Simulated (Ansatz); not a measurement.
Reaction (formal exchange of groups at the Se–Si bond): `[SeH][Si]([SeH])([SeH])[SeH]` + `N[SiH2]F` → `N[SiH](F)[SeH]` + `[SeH][SiH]([SeH])[SeH]`

Program: Ansatz. Geometries: PBE0-D4/def2-TZVP. ΔE: electronic, gas phase. CCSD(T)/CBS adds triple-zeta CCSD(T) − MP2 to the extrapolated MP2 energy (def2 sets, frozen cores). DFT in def2-TZVPP. B3LYP here is the variant with VWN-RPA as its local correlation; programs differ in this. For Se outer-core shells are correlated without core-valence functions, which leaves a few kJ/mol of doubt a bond. Scalar relativity is left out up to krypton. One conformer a species, not always the lowest.

`[SeH][Si]([SeH])([SeH])[SeH]`:

```xyz
9

Se   -0.503   -0.204   -2.466
Si   -0.257   -0.170   -0.204
Se   -2.004   -1.461    0.472
Se   -0.343    2.009    0.442
Se    1.638   -1.149    0.587
H     0.924    0.064   -2.689
H    -2.054   -0.814    1.791
H     0.127    1.708    1.803
H     2.472    0.018    0.263
```

`N[SiH2]F`:

```xyz
7

N     0.242    1.002   -0.187
Si   -0.047   -0.629    0.175
F    -1.433   -1.205   -0.392
H     0.554    1.299   -1.097
H    -0.210    1.747    0.315
H    -0.121   -0.773    1.645
H     1.016   -1.441   -0.457
```

`N[SiH](F)[SeH]`:

```xyz
8

N     0.502    0.136   -1.087
Si   -0.350   -0.547    0.209
F     0.606   -1.676    0.809
Se   -0.887    1.078    1.687
H     0.263    1.040   -1.455
H     1.023   -0.429   -1.738
H    -1.628   -1.239   -0.079
H     0.471    1.638    1.654
```

`[SeH][SiH]([SeH])[SeH]`:

Cartesian coordinates in Å:
```
Se 1.803 -1.175 -0.869
Si 0.249 0.322 -0.162
Se -0.744 -0.171 1.822
Se -1.415 0.382 -1.707
H 0.879 -2.306 -0.714
H 1.000 1.596 -0.069
H 0.487 0.089 2.584
H -2.259 1.263 -0.885
```

| level | ΔE (kJ/mol) | difference from CCSD(T)/CBS |
| --- | --- | --- |
| PBE-D4 | 6.2 | 2.1 |
| PBE0-D4 | 3.8 | -0.3 |
| B3LYP-D4 | 6.4 | 2.3 |
| ωB97X-V | 0.1 | -4.0 |
| r2SCAN | -1.1 | -5.2 |
| B3LYP | -2.4 | -6.5 |
| MP2/def2-TZVPP | 11.0 | 6.9 |
| CCSD(T)/def2-TZVPP | 3.6 | -0.5 |
| MP2/def2-QZVPP | 11.0 | 6.9 |
| MP2/CBS(def2) | 11.5 | 7.4 |
| CCSD(T)/CBS | 4.1 | 0 |

Largest T1 diagnostic among the species: 0.011.

In def2-TZVPP, CCSD(T) changes the Hartree–Fock value by +12.9 kJ/mol (the triples alone add +2.9 kJ/mol) and MP2 by +20.3 kJ/mol. The D4 term adds +8.9 kJ/mol with B3LYP and +4.9 kJ/mol with PBE0; it sums over pairs of atoms, weighted by their polarisabilities, and B3LYP, whose exchange is more repulsive, gets the larger term.
